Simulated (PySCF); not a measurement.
A structure optimised at PBE-D3(BJ)/def2-SVP, used in a PySCF frequency run:

```
C
C 1 1.3448
H 1 1.1033 2 121.46
H 2 1.1037 1 122.64 3 180.00
H 2 1.1057 4 116.10 1 180.00
In 1 2.1388 3 118.38 2 180.00
F 6 1.9773 1 125.10 3 0.00
Br 6 2.5024 7 112.45 1 180.00
```
Charge 0, spin multiplicity 1.

Question: Write its SMILES, formula and point group.

Answer: C=[CH][In]([F])[Br], C2H3BrFIn, Cs

Question: What are its rotational constants (standard atomic weights)?

Answer: 2.2518, 1.1553, 0.76356 GHz
